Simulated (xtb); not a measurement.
C2H5S, doublet, from a rough starting geometry; GFN2-xTB run with xtb.

Here is a job for xtb.
```
$ xtb mol.xyz --gfn 2 --uhf 1 --opt vtight --json

# file mol.xyz
8

C      1.05213941     0.20876546     0.07446987
C     -0.54912272     0.43815547     0.15110999
S     -1.25684552    -1.26710698     0.09140960
H     -2.55588631    -0.83892044     0.11107536
H     -0.85123636     0.92734291    -0.76008496
H      1.46541737     1.23625258     0.11336237
H      1.37776077    -0.25590259     0.96830854
H      1.33708209    -0.29867197    -0.81573292
```

Output, abridged:

```
   ID    Z sym.   atoms
    1    6 C      1, 2
    2   16 S      3
    3    1 H      4-8

           -------------------------------------------------
          |                Calculation Setup                |
           -------------------------------------------------

           -------------------------------------------------
          |                 G F N 2 - x T B                 |
           -------------------------------------------------

          ...................................................
          :                      SETUP                      :
          :.................................................:
          :  # basis functions                  23          :
          :  # atomic orbitals                  22          :
          :  # shells                           12          :
          :  # electrons                        19          :
          :  max. iterations                   250          :
          :  Hamiltonian                  GFN2-xTB          :
          :  restarted?                      false          :
          :  GBSA solvation                  false          :
          :  PC potential                    false          :
          :  electronic temp.          300.0000000     K    :
          :  accuracy                    1.0000000          :
          :  -> integral cutoff          0.2500000E+02      :
          :  -> integral neglect         0.1000000E-07      :
          :  -> SCF convergence          0.1000000E-05 Eh   :
          :  -> wf. convergence          0.1000000E-03 e    :
          :  Broyden damping             0.4000000          :
          :  net charge                          0          :
          :  unpaired electrons                  1          :
          ...................................................

 iter      E             dE          RMSdq      gap      omega  full diag
   1    -10.0554427 -0.100554E+02  0.351E+00    3.78       0.0  T
   2    -10.0613674 -0.592467E-02  0.162E+00    4.04       1.0  T
   3    -10.0600227  0.134470E-02  0.173E+00    3.62       1.0  T
   4    -10.0682011 -0.817838E-02  0.408E-01    3.78       1.0  T
   5    -10.0681968  0.422784E-05  0.191E-01    3.76       1.0  T
   6    -10.0682661 -0.692869E-04  0.447E-02    3.79       1.0  T
   7    -10.0682663 -0.117000E-06  0.137E-02    3.79       2.6  T
   8    -10.0682671 -0.835691E-06  0.581E-03    3.79       6.1  T
   9    -10.0682671 -0.165431E-07  0.163E-03    3.79      21.7  T
[...]
 * total energy  :    -9.9979353 Eh     change       -0.4474981E-04 Eh
 * total energy  :    -9.9979426 Eh     change       -0.7241698E-05 Eh
 * total energy  :    -9.9979519 Eh     change       -0.9329691E-05 Eh
 * total energy  :    -9.9979641 Eh     change       -0.1221749E-04 Eh
 * total energy  :    -9.9979789 Eh     change       -0.1477904E-04 Eh
 * total energy  :    -9.9979978 Eh     change       -0.1891060E-04 Eh
 * total energy  :    -9.9980031 Eh     change       -0.5326872E-05 Eh
 * total energy  :    -9.9980049 Eh     change       -0.1785558E-05 Eh
 * total energy  :    -9.9980062 Eh     change       -0.1269023E-05 Eh
 * total energy  :    -9.9980066 Eh     change       -0.4494380E-06 Eh
 * total energy  :    -9.9980070 Eh     change       -0.3891418E-06 Eh
 * total energy  :    -9.9980071 Eh     change       -0.7442132E-07 Eh
   *** GEOMETRY OPTIMIZATION CONVERGED AFTER 18 ITERATIONS ***
         :: total energy              -9.998007091747 Eh    ::
[...]

     #   Z          covCN         q      C6AA      α(0)
     1   6 C        3.785    -0.093    22.300     6.726
     2   6 C        2.878    -0.045    29.112     8.845
     3  16 S        1.931    -0.194   149.276    20.564
     4   1 H        0.923     0.164     1.300     1.783
     5   1 H        0.926     0.026     2.645     2.543
     6   1 H        0.924     0.046     2.374     2.410
     7   1 H        0.925     0.050     2.321     2.383
     8   1 H        0.924     0.046     2.367     2.406

 Mol. C6AA /au·bohr⁶  :        879.492097
 Mol. C8AA /au·bohr⁸  :      27314.946494
 Mol. α(0) /au        :         47.659902

Wiberg/Mayer (AO) data.
largest (>0.10) Wiberg bond orders for each atom

 ---------------------------------------------------------------------------
     #   Z sym  total        # sym  WBO       # sym  WBO       # sym  WBO
 ---------------------------------------------------------------------------
     1   6 C    3.997 --     2 C    1.078     7 H    0.981     6 H    0.968
                             8 H    0.948
     2   6 C    3.454 --     3 S    1.353     1 C    1.078     5 H    0.975
     3  16 S    2.375 --     2 C    1.353     4 H    0.957
     4   1 H    0.973 --     3 S    0.957
     5   1 H    0.999 --     2 C    0.975
     6   1 H    0.998 --     1 C    0.968
     7   1 H    0.998 --     1 C    0.981
     8   1 H    0.996 --     1 C    0.948
 ---------------------------------------------------------------------------

Topologies differ in total number of bonds
Writing topology from bond orders to xtbtopo.mol

molecular dipole:
                 x           y           z       tot (Debye)
 q only:       -0.117       0.261      -0.096
   full:       -0.085       0.467      -0.282       1.403
molecular quadrupole (traceless):
                xx          xy          yy          xz          yz          zz
 q only:        3.347      -0.012      -2.147       0.338       0.247      -1.199
  q+dip:        4.041      -1.280      -3.331       1.050       0.288      -0.710
   full:        4.516      -1.136      -3.359       0.981       0.308      -1.157

optimized geometry written to: xtbopt.xyz

           -------------------------------------------------
          | TOTAL ENERGY               -9.998007091747 Eh   |
          | GRADIENT NORM               0.000124072272 Eh/α |
          | HOMO-LUMO GAP               2.915700663694 eV   |
           -------------------------------------------------

normal termination of xtb
```
